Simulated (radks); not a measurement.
Initial-state core-level shifts of the vanadium ion V2+ when its valence configuration changes from [Ar] 3d3. Method: non-relativistic Kohn-Sham, BLYP, spin-polarised, spherical densities, point nucleus; open shells are filled with parallel spins first; computed with a radial shooting solver on a logarithmic mesh with Libxc functionals. Shifts are changes of the shell-averaged eigenvalues in eV (positive: less bound); the change of the density at the nucleus, which sets a Mossbauer isomer shift, is in e/bohr^3, on a base of 8183.

[
 {"valence": "3d2 4s1", "1s": "-6.999", "2s": "-8.032", "3s": "-6.615", "3p": "-6.368", "density at nucleus": "+7.5336"},
 {"valence": "3d1 4s2", "1s": "-15.262", "2s": "-17.507", "3s": "-14.039", "3p": "-13.524", "density at nucleus": "+16.7846"},
 {"valence": "3d2 4p1", "1s": "-8.103", "2s": "-9.123", "3s": "-7.713", "3p": "-7.456", "density at nucleus": "+1.6089"},
 {"valence": "3d2.5 4s0.5", "1s": "-3.362", "2s": "-3.853", "3s": "-3.218", "3p": "-3.099", "density at nucleus": "+3.5474"},
 {"valence": "3d1 4p2", "1s": "-17.172", "2s": "-19.456", "3s": "-15.933", "3p": "-15.391", "density at nucleus": "+3.7608"},
 {"valence": "4s2 4p1", "1s": "-25.485", "2s": "-29.177", "3s": "-22.842", "3p": "-22.037", "density at nucleus": "+21.4584"},
 {"valence": "3d1 4s1 4p1", "1s": "-16.137", "2s": "-18.413", "3s": "-14.911", "3p": "-14.381", "density at nucleus": "+10.4481"}
]
